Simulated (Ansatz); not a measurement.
Cost and result for the atomization energy of CH13InNSbSi3 (`[SiH3][InH][SbH][CH2]N([SiH3])[SiH3]`) (20 atoms, 19 bonds).

| atom | x (Å) | y (Å) | z (Å) |
| --- | --- | --- | --- |
| Si1 | 0.9688 | 3.0124 | 0.0988 |
| In2 | -0.3482 | 1.1855 | 1.3525 |
| Sb3 | -2.9257 | 0.3274 | 0.6182 |
| C4 | -1.5783 | -1.3442 | 0.0905 |
| N5 | -0.1491 | -0.9181 | 0.0009 |
| Si6 | 0.3327 | -0.4181 | -1.6208 |
| Si7 | 0.9572 | -2.0029 | 0.8483 |
| H8 | 0.5047 | 3.1913 | -1.3054 |
| H9 | 0.7876 | 4.3196 | 0.7944 |
| H10 | 2.4336 | 2.7360 | 0.0532 |
| H11 | 0.2289 | 0.5221 | 2.8508 |
| H12 | -2.7731 | 1.0431 | -0.9295 |
| H13 | -1.9081 | -1.8353 | -0.8297 |
| H14 | -1.6939 | -2.0698 | 0.8998 |
| H15 | -0.5563 | 0.6730 | -2.0765 |
| H16 | 0.2175 | -1.5717 | -2.5539 |
| H17 | 1.7428 | 0.0310 | -1.5312 |
| H18 | 2.2736 | -1.3262 | 0.9276 |
| H19 | 1.0936 | -3.2947 | 0.1197 |
| H20 | 0.3919 | -2.2603 | 2.1924 |

Charge 0, multiplicity 1. Correlated methods include outer-core shells of In, Sb, which these sets cover unevenly. In, Sb takes the def2 core potential. The structure was optimised at the PBE0-D4/def2-TZVP level. It is one conformer, not always the lowest. Program: Ansatz. All runs use 4 threads of an AMD EPYC 7R13 on a shared host and a share of an NVIDIA H100 80 GB. Times are those of one run each, without the atoms' runs, and a repeat can differ threefold. Electronic energies, without spin–orbit coupling; frozen cores. CCSD(T)/CBS adds CCSD(T) − MP2 in def2-TZVPP to the MP2 limit, and its time is that of the two runs behind it. T1 = 0.014. With those shells the extrapolation isn't a true limit. B3LYP takes the VWN-RPA correlation (the form of Gaussian; ORCA's B3LYP/G).

CCSD(T)/CBS is a level of theory with its own doubt, some kJ/mol a heavy atom from the limit and from the frozen cores, so smaller differences don't rank the functionals.

```
                             level  functions  wall time
             r2SCANh-D4/def2-TZVPP        470      3.1 s
 B3LYP-D4/def2-TZVPP (with forces)        470      3.6 s
              revPBE-D4/def2-TZVPP        470      3.6 s
                  CCSD(T)/def2-SVP        199      3.6 s
           CAM-B3LYP-D4/def2-TZVPP        470      3.9 s
r2SCAN-D4/def2-TZVPP (with forces)        470      4.7 s
                ωB97X-V/def2-TZVPP        470      4.7 s
   PBE-D4/def2-TZVPP (with forces)        470      5.5 s
               PBE-QIDH/def2-TZVPP        470      5.5 s
                 B2PLYP/def2-TZVPP        470        6 s
                    MP2/def2-QZVPP        878      8.1 s
                CCSD(T)/def2-TZVPP        470       29 s
                 CCSD(T)/CBS(def2)          –       37 s
```

Task: What atomization energy does each give, and how far from CCSD(T)/CBS? (An estimate is asked.)

Result: The calculation gave: 
| level | atomization (kJ/mol) | difference from CCSD(T)/CBS | per bond |
| --- | --- | --- | --- |
| r2SCANh-D4/def2-TZVPP | 5854.7 | -85.6 | -4.5 |
| B3LYP-D4/def2-TZVPP (with forces) | 5904.7 | -35.6 | -1.9 |
| revPBE-D4/def2-TZVPP | 5778.8 | -161.5 | -8.5 |
| CCSD(T)/def2-SVP | 5478.3 | -462.0 | -24.3 |
| CAM-B3LYP-D4/def2-TZVPP | 5920.5 | -19.8 | -1.0 |
| r2SCAN-D4/def2-TZVPP (with forces) | 5876.8 | -63.5 | -3.3 |
| ωB97X-V/def2-TZVPP | 5967.9 | 27.6 | 1.5 |
| PBE-D4/def2-TZVPP (with forces) | 5882.0 | -58.3 | -3.1 |
| PBE-QIDH/def2-TZVPP | 5810.3 | -130.0 | -6.8 |
| B2PLYP/def2-TZVPP | 5784.6 | -155.7 | -8.2 |
| MP2/def2-QZVPP | 5830.5 | -109.8 | -5.8 |
| CCSD(T)/def2-TZVPP | 5758.9 | -181.4 | -9.5 |
| CCSD(T)/CBS(def2) | 5940.3 | 0.0 | 0.0 |

The D4 term adds +126.7 kJ/mol with B3LYP and +68.6 kJ/mol with PBE0; it sums over pairs of atoms, weighted by their polarisabilities, and B3LYP, whose exchange is more repulsive, gets the larger term. From r2SCAN to r2SCAN0 (25 % exact exchange), in def2-TZVPP and without D4, the atomization energy moves by −56.8 kJ/mol: exact exchange takes away binding that semilocal exchange gives to molecules. At CCSD(T), def2-SVP lies −462.0 kJ/mol from the extrapolated value and def2-TZVPP −181.3 kJ/mol: correlation converges slowly with the basis, and small sets miss more of it in the bonded molecule than in its fragments.

Spin–orbit coupling would lower the free In atoms strongly, and the atomization energy with them, by more than many differences here.
